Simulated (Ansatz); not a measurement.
Isolated molecules relaxed with PBE0-D4/def2-TZVP in Ansatz; ΔE leaves out vibrations. CCSD(T)/CBS adds triple-zeta CCSD(T) − MP2 to the extrapolated MP2 energy (def2 sets, frozen cores). This one scheme is used for every species. Elements past krypton have def2 core potentials. For Br, Zr outer-core shells are correlated without core-valence functions, which leaves a few kJ/mol of doubt a bond. Scalar relativity is left out up to krypton. Each species was taken in one conformer, which may not be the lowest.

Reaction (redistribution): `[NH2][Zr]([OH])([OH])[Cl]` + `N[Si]Br` → `[OH][Zr]([OH])([Cl])[Br]` + `N[Si]N`

`[NH2][Zr]([OH])([OH])[Cl]`:

```xyz
9

N     0.460   -1.531   -0.522
Zr    0.167    0.354    0.150
O    -0.580    1.356   -1.299
O    -0.905    0.226    1.730
Cl    2.261    1.336    0.741
H     0.455   -2.365    0.050
H     0.621   -1.792   -1.485
H    -1.007    2.013   -1.840
H    -1.472    0.403    2.475
```

`N[Si]Br`:

Z-matrix (Å, degrees):
```
N
Si 1 1.700
H 1 1.009 2 120.8
H 1 1.009 2 126.2 3 -180.0
Br 2 2.280 1 98.2 3 180.0
```

`[OH][Zr]([OH])([Cl])[Br]`:

Z-matrix (Å, degrees):
```
Zr
O 1 1.892
Cl 1 2.356 2 108.9
O 1 1.892 2 110.6 3 119.6
Br 1 2.518 2 109.0 3 -120.6
H 2 0.953 1 171.6 3 -122.5
H 4 0.953 1 171.7 2 2.9
```

`N[Si]N`:

Z-matrix (Å, degrees):
```
N
Si 1 1.716
H 1 1.009 2 127.8
H 1 1.006 2 120.3 3 180.0
N 2 1.716 1 100.2 3 0.0
H 5 1.006 2 120.3 1 -180.0
H 5 1.009 2 127.8 1 0.1
```

| level | ΔE (kJ/mol) |
| --- | --- |
| MP2/def2-TZVPP | -64.8 |
| CCSD/CBS(def2) | -60.5 |

What does CCSD(T)/CBS give? (An estimate is asked.)

Ansatz gave: -60.0 kJ/mol. The listed levels differ from it by -4.8, -0.5 kJ/mol.

What do rigid-rotor, harmonic-oscillator terms from PBE0-D4/def2-TZVP frequencies (298.15 K, 1 bar) make of the CCSD(T)/CBS value? (An estimate is asked.)

The calculation gave: ΔZPE = +2.8 kJ/mol, ΔH = -57.3 kJ/mol, ΔS = -10 J/(mol·K), ΔG = -54.2 kJ/mol.

Largest T1 diagnostic among the species: 0.016.

From BLYP to BHLYP (50 % exact exchange), in def2-TZVPP and without D4, ΔE moves by −13.7 kJ/mol. Leaving LDA and LC-ωPBE aside and taking each functional with its dispersion term where it has one, the values, not all of them listed here, spread over 15.9 kJ/mol, from PBE-QIDH to revPBE-D4. LDA lies −6.5 kJ/mol from PBE without D4.

CCSD(T)/CBS has its own doubt, a few kJ/mol and more with outer-core shells, so smaller differences from it don't rank the levels.
